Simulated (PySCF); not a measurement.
Radial density of Sc+ (scandium, charge +1)

UHF, [Ar] 4s2, closed-shell 1S (an excited configuration). All numbers are calculated (PySCF 2.14, no relativity, point nucleus, in def2-TZVPPD (6s6p4d2f1g, 67 functions)).

```csv
r (bohr),4πr²ρ (e/bohr)
0.00103,0.07958
0.00174,0.2192
0.00293,0.5887
0.00492,1.533
0.00828,3.766
0.0139,8.419
0.0234,16.03
0.0394,23.51
0.0663,23.41
0.112,18.27
0.188,23.95
0.315,22.56
0.531,7.558
0.893,8.710
1.50,3.924
2.53,0.9044
4.25,0.4216
7.14,0.009344
```
